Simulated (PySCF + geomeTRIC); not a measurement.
These are TPSSh-D3(BJ)/def2-TZVP (PySCF + geomeTRIC) values and carry that method's errors. fastk is a local helper that only speeds up exchange builds. No frequencies were computed at this level.

```python
import json, numpy as np
from pyscf import gto, dft
from fastk import lowrank_exchange
atoms = """
C     -0.171465     1.544221    -0.182241
C     -0.127970     0.039246    -0.451056
Si    -1.417839    -0.876795     0.610276
Si     1.639992    -0.637186    -0.236419
H     -1.168843     1.946608    -0.358646
H      0.097586     1.759589     0.850382
H      0.524900     2.079329    -0.827634
H     -0.406073    -0.117012    -1.499643
H     -2.746159    -0.305539     0.362299
H     -1.095427    -0.719799     2.030324
H     -1.431456    -2.297196     0.257501
H      2.070437    -0.471719     1.153715
H      1.676683    -2.053647    -0.603117
H      2.555634     0.109901    -1.105740
"""
def scf(charge, spin, dm0=None):
    mol = gto.M(atom=atoms, basis='def2-tzvp', ecp={}, charge=charge, spin=spin, verbose=3, max_memory=5040)
    mf = dft.KS(mol, xc='tpssh').density_fit(auxbasis="def2-universal-jkfit")
    mf.disp = 'd3bj'
    mf.grids.level = 3
    mf.conv_tol = 1e-8
    mf.max_cycle = 60
    mf.kernel(dm0)
    if not mf.converged:
        mf = mf.newton().run(mf.mo_coeff, mf.mo_occ).undo_soscf()
    return mf
mf = scf(0, 0)
from pyscf.geomopt.geometric_solver import kernel as optimize
path = []
done, mol = optimize(mf, maxsteps=80, assert_convergence=False, callback=lambda env: path.append((env["energy"], bool(env["g_scanner"].converged))))
res = dict(converged=bool(done and path[-1][1]), energy=path[-1][0], path=[e for e, c in path], xyz=mol.atom_coords(unit="Angstrom").tolist(), nao=mol.nao)
json.dump(res, open("result.json", "w"))
```

Output:

```
converged SCF energy = -661.322794108706
Geometry optimization cycle 1
converged SCF energy = -661.322794108705
cycle 1: E = -661.322794109  dE = -661.323  norm(grad) = 0.0311939
Geometry optimization cycle 2
converged SCF energy = -661.324292033554
cycle 2: E = -661.324292034  dE = -0.00149792  norm(grad) = 0.00387757
Geometry optimization cycle 3
converged SCF energy = -661.324337064819
cycle 3: E = -661.324337065  dE = -4.50313e-05  norm(grad) = 0.000843958
Geometry optimization cycle 4
converged SCF energy = -661.324340928741
cycle 4: E = -661.324340929  dE = -3.86392e-06  norm(grad) = 0.000334565
Geometry optimization cycle 5
converged SCF energy = -661.324341650606
cycle 5: E = -661.324341651  dE = -7.21865e-07  norm(grad) = 0.000239169
Geometry optimization cycle 6
converged SCF energy = -661.324342013946
cycle 6: E = -661.324342014  dE = -3.63341e-07  norm(grad) = 0.000110907
Geometry optimization cycle 7
converged SCF energy = -661.324342049441
cycle 7: E = -661.324342049  dE = -3.54943e-08  norm(grad) = 4.15713e-05
<class 'geometric.internal.Distance'> : 13
<class 'geometric.internal.Angle'> : 24
<class 'geometric.internal.Dihedral'> : 27
<class 'geometric.internal.TranslationX'> : 1
<class 'geometric.internal.TranslationY'> : 1
<class 'geometric.internal.TranslationZ'> : 1
<class 'geometric.internal.RotationA'> : 1
<class 'geometric.internal.RotationB'> : 1
<class 'geometric.internal.RotationC'> : 1
Step    0 : Gradient = 8.337e-03/1.630e-02 (rms/max) Energy = -661.3227941087
Step    1 : Displace = 2.397e-02/3.147e-02 (rms/max) Trust = 1.000e-01 (=) Grad = 1.036e-03/2.150e-03 (rms/max) E (change) = -661.3242920336 (-1.498e-03) Quality = 0.994
Step    2 : Displace = 4.239e-03/6.413e-03 (rms/max) Trust = 1.414e-01 (+) Grad = 2.256e-04/4.242e-04 (rms/max) E (change) = -661.3243370648 (-4.503e-05) Quality = 1.187
Step    3 : Displace = 2.394e-03/3.989e-03 (rms/max) Trust = 2.000e-01 (+) Grad = 8.942e-05/2.851e-04 (rms/max) E (change) = -661.3243409287 (-3.864e-06) Quality = 1.175
Step    4 : Displace = 1.606e-03/2.858e-03 (rms/max) Trust = 2.828e-01 (+) Grad = 6.392e-05/1.548e-04 (rms/max) E (change) = -661.3243416506 (-7.219e-07) Quality = 1.412
Step    5 : Displace = 1.941e-03/3.691e-03 (rms/max) Trust = 3.000e-01 (+) Grad = 2.964e-05/8.402e-05 (rms/max) E (change) = -661.3243420139 (-3.633e-07) Quality = 0.969
Step    6 : Displace = 4.073e-04/7.807e-04 (rms/max) Trust = 3.000e-01 (=) Grad = 1.111e-05/2.290e-05 (rms/max) E (change) = -661.3243420494 (-3.549e-08) Quality = 0.875
Converged! =D
```

Cost: about 6 core-minutes (a rough figure).
